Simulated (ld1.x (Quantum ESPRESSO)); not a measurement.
**tin (Sn): excitation energies, all-electron against TM**

```json
{"Element": "tin", "Generator": "ld1.x (Quantum ESPRESSO) 7.5", "Type": "norm-conserving Troullier–Martins (Kleinman–Bylander form)", "Functional": "PBE", "Relativity": "fully relativistic", "Frozen core": "[Kr] 4d10", "Valence charge": "4", "Reference configuration": "5s2 5p2", "Partial waves": "5p (bound): rc 2.50 bohr; 5d channel at 0.4 Ry: rc 1.90 bohr; 5s (bound): rc 2.15 bohr", "Local potential": "the s channel", "Core correction": "Bessel-smoothed model core inside 1.80 bohr"}
```

Open shells are filled in proportion to 2j + 1 (rel_dist='average').

Energies are relative to the spin-unpolarised reference configuration 5s2 5p2; without spin polarisation the order of configurations can differ from experiment.

| valence configuration | charge | ΔE all-electron (eV) | error AE − PS (meV) |
| --- | --- | --- | --- |
| 5s2 5p1 | +1 | 6.887 | -6.9 |
| 5s1 5p0 | +3 | 51.828 | -326 |
| 5s0 5p4 | 0 | 14.147 | -63 |
| 5s1 5p3 | 0 | 6.959 | -15 |
| 5s2 5p1.5 | +0.5 | 2.622 | -1.1 |

Question: What are ΔE and the potential's error for 5s2 5p2.3?

Answer: ΔE = -0.853 eV all-electron; the error (AE − PS) is -0.2 meV.

Question: What are ΔE and the potential's error for 5s2 5p0?

Answer: ΔE = 20.858 eV all-electron; the error (AE − PS) is -59 meV.

Levels in the configuration 5s1 5p3:

| level | all-electron (eV) | pseudo (eV) |
| --- | --- | --- |
| 5s j=1/2 | -11.404 | -11.442 |
| 5p j=1/2 | -4.648 | -4.659 |
| 5p j=3/2 | -4.165 | -4.171 |

Note: ghost states, extra bound levels that the all-electron valence spectrum of the same l lacks: d3/2 at -33.1 eV, d5/2 at -31.1 eV. A true bound ghost makes a file unfit for plane-wave use.
